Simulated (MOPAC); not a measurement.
Input file for MOPAC: AM1 on H4PbSSi (SMILES [SiH3][Pb][SH]), a point of a torsion scan.

```
AM1 1SCF PRECISE CHARGE=0 THREADS=1
H4PbSSi

Si    -1.31973441 1    -0.26342396 1    -0.00049728 1
Pb     0.69948221 1     1.50114573 1     0.18285780 1
S      2.54370345 1    -0.28055992 1     0.12920099 1
H     -1.13543535 1    -1.48169029 1    -0.78501599 1
H     -2.58506505 1     0.29747216 1    -0.48756592 1
H     -1.64881778 1    -0.73813127 1     1.34780416 1
H      2.27084184 1    -0.83535435 1    -1.03898970 1
```

The log:

```
*******************************************************************************
 **                                                                           **
 **                              MOPAC v23.2.5                                **
 **                                                                           **
 *******************************************************************************
 ** MOPAC's Digital Object Identifier: https://doi.org/10.5281/zenodo.6511958 **
 **                                                                           **
 ** Please cite the open-source release paper for use of this MOPAC version:  **
 ** J. E. Moussa and J. J. P. Stewart (2026)                                  **
 ** MOPAC: An open-source semiempirical molecular orbital program             **
 ** J. Open Source Softw., 11(119), 8025, https://doi.org/10.21105/joss.08025 **
 *******************************************************************************

                              AM1 CALCULATION RESULTS

 *******************************************************************************
 *  AM1        - The AM1 Hamiltonian to be used
 *
 *
 *
 *                 CHARGE ON SYSTEM = 0
 *
 *
 *
 *  PRECISE    - TIGHTER CRITERIA TO BE USED
 *  1SCF       - DO 1 SCF AND THEN STOP
 *  THREADS=1  - MULTI-THREADING NOT USED
 *  T=         - A TIME OF 172800.0 SECONDS REQUESTED
 *  DUMP=N     - RESTART FILE WRITTEN EVERY 7200.0 SECONDS REQUESTED
 *******************************************************************************
AM1 1SCF PRECISE CHARGE=0 THREADS=1
 H4PbSSi

   ATOM   CHEMICAL          X               Y               Z
  NUMBER   SYMBOL      (ANGSTROMS)     (ANGSTROMS)     (ANGSTROMS)

     1      Si         -1.31973441  *  -0.26342396  *  -0.00049728  *
     2      Pb          0.69948221  *   1.50114573  *   0.18285780  *
     3       S          2.54370345  *  -0.28055992  *   0.12920099  *
     4       H         -1.13543535  *  -1.48169029  *  -0.78501599  *
     5       H         -2.58506505  *   0.29747216  *  -0.48756592  *
     6       H         -1.64881778  *  -0.73813127  *   1.34780416  *
     7       H          2.27084184  *  -0.83535435  *  -1.03898970  *



          CARTESIAN COORDINATES

    NO.       ATOM           X           Y           Z

     1        Si         -1.3197     -0.2634     -0.0005
     2        Pb          0.6995      1.5011      0.1829
     3         S          2.5437     -0.2806      0.1292
     4         H         -1.1354     -1.4817     -0.7850
     5         H         -2.5851      0.2975     -0.4876
     6         H         -1.6488     -0.7381      1.3478
     7         H          2.2708     -0.8354     -1.0390

  H: (AM1): M.J.S. DEWAR ET AL, J. AM. CHEM. SOC. 107 3902-3909 (1985)
 Si: (AM1): M.J.S.DEWAR, C. JIE, ORGANOMETALLICS, 6, 1486-1490 (1987).
  S: (AM1): M.J.S. DEWAR, Y-C YUAN, INORGANIC CHEMISTRY, 29, 3881:3890,  (1990)
 Pb: (AM1): J. J. P. STEWART, J. MOL. MOD., 10, 155-164 (2004)

           Empirical Formula: H4 Si Pb S  =     7 atoms



      MOLECULAR POINT GROUP   :   C1


      RHF CALCULATION, NO. OF DOUBLY OCCUPIED LEVELS = 9


 -------------------------------------------------------------------------------
 AM1 1SCF PRECISE CHARGE=0 THREADS=1
 H4PbSSi



     1SCF WAS SPECIFIED, SO BFGS WAS NOT USED
     SCF FIELD WAS ACHIEVED


                              AM1 CALCULATION
                                                       MOPAC v23.2.5 Linux




          FINAL HEAT OF FORMATION =         38.40397 KCAL/MOL =     160.68222 KJ/MOL


          COSMO AREA              =        143.02 SQUARE ANGSTROMS
          COSMO VOLUME            =        140.13 CUBIC ANGSTROMS

          IONIZATION POTENTIAL    =          8.710806 EV
          HOMO LUMO ENERGIES (EV) =         -8.711 -2.450
          NO. OF FILLED LEVELS    =          9
          MOLECULAR WEIGHT        =        271.3771         POINT GROUP:  C1

          MOLECULAR DIMENSIONS (Angstroms)

            Atom       Atom       Distance
            H     5    S     3     5.19796
           Pb     2    H     4     3.26517
            H     6    H     7     2.83267


          SCF CALCULATIONS        =          1





   ATOM   CHEMICAL          X               Y               Z
  NUMBER   SYMBOL      (ANGSTROMS)     (ANGSTROMS)     (ANGSTROMS)

     1      Si         -1.31973441  *  -0.26342396  *  -0.00049728  *
     2      Pb          0.69948221  *   1.50114573  *   0.18285780  *
     3       S          2.54370345  *  -0.28055992  *   0.12920099  *
     4       H         -1.13543535  *  -1.48169029  *  -0.78501599  *
     5       H         -2.58506505  *   0.29747216  *  -0.48756592  *
     6       H         -1.64881778  *  -0.73813127  *   1.34780416  *
     7       H          2.27084184  *  -0.83535435  *  -1.03898970  *

                             CARTESIAN COORDINATES

   1   Si       -1.319734410    -0.263423960    -0.000497280
   2   Pb        0.699482210     1.501145730     0.182857800
   3    S        2.543703450    -0.280559920     0.129200990
   4    H       -1.135435350    -1.481690290    -0.785015990
   5    H       -2.585065050     0.297472160    -0.487565920
   6    H       -1.648817780    -0.738131270     1.347804160
   7    H        2.270841840    -0.835354350    -1.038989700


           Empirical Formula: H4 Si Pb S  =     7 atoms



      MOLECULAR POINT GROUP   :   C1


                  EIGENVALUES
 -19.74136 -17.70330 -15.18532 -13.30608 -12.04509 -11.96817 -10.23319 -10.02533
  -8.71081  -2.45005  -2.11689  -1.25191   1.59682   1.65612   1.71861   2.86372


              NET ATOMIC CHARGES AND DIPOLE CONTRIBUTIONS

  ATOM NO.   TYPE          CHARGE      No. of ELECS.   s-Pop       p-Pop
    1         Si          -0.065933        4.0659     0.92264     3.14329
    2         Pb           0.605078        3.3949     1.93295     1.46197
    3          S          -0.407802        6.4078     1.90856     4.49924
    4          H          -0.081311        1.0813     1.08131
    5          H          -0.082575        1.0826     1.08257
    6          H          -0.073111        1.0731     1.07311
    7          H           0.105654        0.8943     0.89435
 DIPOLE           X         Y         Z       TOTAL
 POINT-CHG.     0.669     5.292    -0.222     5.338
 HYBRID        -1.472    -2.811    -1.121     3.365
 SUM           -0.804     2.481    -1.343     2.933


          ATOMIC ORBITAL ELECTRON POPULATIONS

     Atom    s        px        py        pz
    1 Si   0.92264   1.13265   1.07059   0.94004
    2 Pb   1.93295   0.60261   0.70866   0.15071
    3  S   1.90856   1.61200   1.60076   1.28648
    4  H   1.08131
    5  H   1.08257
    6  H   1.07311
    7  H   0.89435

 **********************
 *                    *
 * JOB ENDED NORMALLY *
 *                    *
 **********************




 == MOPAC DONE ==
```

The run finished.

Cost: very roughly 0.04 core-seconds.
